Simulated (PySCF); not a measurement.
From computed data to an observable: dipole moment from atomic charges

H2O3Ti, SMILES [OH][Ti]([OH])=[O], multiplicity 1. Atoms are numbered in the order given.

```xyz
6

Ti    -0.1078    -0.0440     0.0000
O      0.0951    -1.6247     0.0000
O      0.0681     0.8141    -1.5871
H      0.2612     0.4702    -2.4638
O      0.0681     0.8141     1.5871
H      0.2612     0.4702     2.4638
```
Charge 0, spin multiplicity 1.

The structure is a stationary point at PBE0-D3(BJ)/def2-SVP. The spin state was assumed, not searched. One conformer was computed; it need not be the lowest.

Charges (e) from HF/def2-TZVPD in PySCF:

```csv
atom,ESP fit,IAO
Ti1,1.783,1.897
O2,-0.828,-0.771
O3,-0.889,-0.941
H4,0.412,0.378
O5,-0.889,-0.941
H6,0.412,0.378
```

The dipole moment of the full density is 1.47 D.

### Question
What dipole moment does each set of point charges give, and which comes closer to that of the density?

### Answer

μ = Σ q r, and 1 e Å = 4.8032 D.
ESP fit: Σ q r = (-0.177, 0.207, 0.000) e Å, |μ| = 1.31 D.
IAO: Σ q r = (-0.209, -0.007, 0.000) e Å, |μ| = 1.00 D.
ESP fit comes closer in size. Point charges leave out the atoms' own dipoles (lone pairs, polarised bonds); fits to the potential absorb them, partitions of the density don't.
